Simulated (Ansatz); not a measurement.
```xyz
3

C     0.0019   -0.0058   -0.1717
H     0.0031    0.8537    0.5341
H    -0.0072   -0.8554    0.5365
```

Basis set: 6-31G* (spherical functions). Correlated methods keep 1 orbital frozen. Charge 0, multiplicity 1.

Computed with Ansatz (development build ahead of 0.2.0); each method stands on the lowest determinant of its kind that the runs found. Restricted open shells among the atoms or ions are ROHF, correlated in semicanonical orbitals with singles.

Give the atomization energy at this shape (free ground-state atoms in the same class of orbitals less the molecule, no zero-point energy) of singlet CH₂ by RHF-MP2, RHF.

```csv
method,atomization energy
RHF-MP2,6.55 eV
RHF,5.40 eV
```

Caution: another spin multiplicity may lie lower; in another basis set an unrestricted determinant lies well below.
